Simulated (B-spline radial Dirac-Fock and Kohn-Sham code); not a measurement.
# Photoelectron lines of Ge⁴⁺ at 12000 eV

System: the Ge⁴⁺ ion, [Ar] 3d10.

Calculated with a radial atomic solver, using the independent-particle Dirac-Slater model, thresholds from Dirac-Fock. The asymmetry parameter β is from the dipole term alone. Kinetic energies are from the vacuum level.

| subshell | electrons | binding (eV) | kinetic (eV) | σ (kb) | β |
| --- | --- | --- | --- | --- | --- |
| K (1s) | 2 | 11166.2 | 833.8 | 17.2 | 2.00 |
| L1 (2s) | 2 | 1479.3 | 10520.7 | 1.29 | 2.00 |
| L2 (2p1/2) | 2 | 1310.8 | 10689.2 | 0.340 | 0.87 |
| L3 (2p3/2) | 4 | 1279.5 | 10720.5 | 0.608 | 0.86 |
| M1 (3s) | 2 | 245.3 | 11754.7 | 0.195 | 2.00 |
| M2 (3p1/2) | 2 | 189.0 | 11811.0 | 0.0471 | 0.82 |
| M3 (3p3/2) | 4 | 184.7 | 11815.3 | 0.0841 | 0.81 |
| M4 (3d3/2) | 4 | 88.72 | 11911.3 | 0.00236 | 0.34 |
| M5 (3d5/2) | 6 | 88.16 | 11911.8 | 0.00333 | 0.34 |

Branching ratios of the spin-orbit partners (statistical value in brackets): 2p 1.79 (2.00), 3p 1.79 (2.00), 3d 1.41 (1.50).
